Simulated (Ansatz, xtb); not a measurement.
C4H5BrN2Si: which of two isomers lies lower

Structure X: `[SiH3]c1cnc(Br)cn1`, a singlet. Structure Y: `[SiH3]c1nccnc1Br`, a singlet. Both are isolated molecules in the gas phase, relaxed with r2SCAN-D4/def2-SVP.

Estimate E(Y) − E(X) at the level CCSD(T)/def2-SVP + ΔMP2/def2-TZVPP.

CCSD(T)/def2-SVP + ΔMP2/def2-TZVPP gives E(Y) − E(X) = −0.46 kJ/mol, slightly favouring structure Y, which is too small a margin to settle the true order.

The same difference at several levels:

| level | geometry | E(Y) − E(X) (kJ/mol) | departure from the last row (kJ/mol) | job, with rough time for the two |
| --- | --- | --- | --- | --- |
| GFN2-xTB | GFN2-xTB | −8.52 | −8.06 | optimisation, 0.5 s |
| HF/STO-3G | GFN2-xTB | +1.87 | +2.33 | single point, 2.9 s |
| r2SCAN-D4/def2-SVP//GFN2-xTB | GFN2-xTB | −0.28 | +0.18 | single point, 14 s |
| r2SCAN-D4/def2-SVP | r2SCAN-D4/def2-SVP | −1.23 | −0.77 | optimisation, 1.9 min |
| HF/def2-SVP | r2SCAN-D4/def2-SVP | +4.82 | +5.28 | part of the CCSD(T) run |
| MP2/def2-SVP | r2SCAN-D4/def2-SVP | −0.37 | +0.09 | part of the CCSD(T) run |
| CCSD(T)/def2-SVP | r2SCAN-D4/def2-SVP | +0.35 | +0.81 | single point |
| CCSD(T)/def2-SVP + ΔMP2/def2-TZVPP | r2SCAN-D4/def2-SVP | −0.46 |  | single point, 7.3 min |

As drawn, both hold the same kinds of bond in the same numbers.

The largest departure from CCSD(T)/def2-SVP + ΔMP2/def2-TZVPP is that of GFN2-xTB, 8.06 kJ/mol. A small imaginary or near-zero mode remains, so no thermal terms are given. The last row adds to CCSD(T) the change of the MP2 difference between the two basis sets, here −0.81 kJ/mol.

The correlated steps freeze 20 core orbitals; the filled d shell of Br is correlated, in a basis made for valence electrons. Codes used: Ansatz 0.2.0, xtb 6.7.1; the last row on 2 threads of Intel(R) Xeon(R) Processor @ 2.50GHz (Skylake/Cascade Lake) on a shared host.
